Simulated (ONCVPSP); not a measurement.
## What one change does to a pseudopotential (Sb, ONCV)

- Element: Sb (Z = 51)
- Generator: ONCVPSP 4.0.1
- Type: optimised norm-conserving Vanderbilt (ONCV)
- Functional: PBEsol
- Relativity: scalar-relativistic
- Frozen core: [Ar] 3d10
- Valence charge: 23
- Reference configuration: 4s2 4p6 4d10 5s1.5 5p3.5
- Partial waves: 4s+5s: rc 1.40 bohr, ncon 3, nbas 6, qcut 7.1 1/bohr, 2 projectors; 4p+5p: rc 1.30 bohr, ncon 4, nbas 7, qcut 9 1/bohr, 2 projectors; 4d: rc 1.30 bohr, ncon 4, nbas 9, qcut 14 1/bohr, local
- Local potential: the d channel
- Core correction: none

Change: d: nproj 1; local potential polynomial inside 1.10 bohr (lpopt 5, dvloc0 6 Ha).

Cutoffs: the cutoffs (Ha) at which the residual kinetic energy of the hardest occupied pseudo-wave falls to 1 and 0.1 mHa per electron; they do not see the model core or the augmentation charge, which bear on the density cutoff. Errors are all-electron minus pseudo energies relative to the spin-unpolarised reference configuration.

Problem. Predict the effect on cutoff, ghosts and configuration errors.

Solution. The potential gets neither clearly harder nor softer (52 Ha and 63 Ha → 52 Ha and 63 Ha); of the 4 tests that both files solve, the error grows in 1 and shrinks in 2 by more than 15 % and 0.3 meV (median size 1.0 → 0.9 meV); the range in which the s phases agree narrows (upper end at the end of the scan → 0.4); neither file shows a bound ghost.

| quantity | base | changed |
| --- | --- | --- |
| cutoff, loose | 52 Ha | 52 Ha |
| cutoff, tight | 63 Ha | 63 Ha |
| bound ghosts | none | none |
| GHOST(+) flags under 300 eV | s at 211.0 eV | none |
| error for 4s2 4p6 4d10 5s2 5p3, meV [ΔE -4.04 eV] | 0.0 | +0.7 |
| error for 4s2 4p6 4d10 5s2 5p2, meV [ΔE 4.30 eV] | -1.5 | -1.1 |
| error for 4s2 4p6 4d10 5s2 5p1, meV [ΔE 20.31 eV] | -4.4 | -3.9 |
| error for 4s2 4p6 4d10 5s2 5p2.5, meV [ΔE -0.77 eV] | -0.6 | 0.0 |
| s: phases at 1.42 bohr within 0.05 rad from the reference energy up to (Ha; the scan ends near 5) | to the end of the scan | 0.4 |
| p: phases at 1.32 bohr within 0.05 rad from the reference energy up to (Ha; the scan ends near 5) | to the end of the scan | to the end of the scan |
| d: phases at 1.32 bohr within 0.05 rad from the reference energy up to (Ha; the scan ends near 5) | 4.2 | 4.1 |
